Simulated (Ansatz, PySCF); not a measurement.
This Ansatz (a first-principles code) input computes a CAM-B3LYP/def2-TZVPD energy:

Ansatz 0.2 input:
```yaml
crystal:
  periodic: [false, false, false]
  atoms:
    - {symbol: Mg, position_ang: [-0.00000000, -0.00000000, -2.12540836]}
    - {symbol: I, position_ang: [0.00000000, 0.00000000, 0.48122453]}
basis:
  gaussian:
    orbitals: def2-TZVPD
hamiltonian:
  xc: {name: CAM-B3LYP}
magnetization: {spin_polarized: true, initial_magnetization: 1}
output: {forces: true}
```

Write an input for the same energy in PySCF and say what it gives.


```python
from pyscf import gto, scf, dft

mol = gto.M(
    atom='''
    Mg   -0.00000000   -0.00000000   -2.12540836
    I     0.00000000    0.00000000    0.48122453
    ''',
    basis='def2-tzvpd',
    ecp='def2-tzvp',
    charge=0,
    spin=1,
    symmetry='C2v',
    verbose=4,
)

mf = dft.UKS(mol, xc='camb3lyp').density_fit(auxbasis='def2-universal-jkfit')
mf.grids.level = 3
mf.conv_tol = 1e-9
mf.max_cycle = 100
mf.max_memory = 1500
mf.kernel()
if not mf.converged:
    mf = mf.newton()
    mf.kernel(mf.make_rdm1())
mf.analyze()
```
It gives -497.83269 Eh, and Ansatz -497.83267 Eh, a difference of 0.02 mEh, from the treatment of integrals and grids.
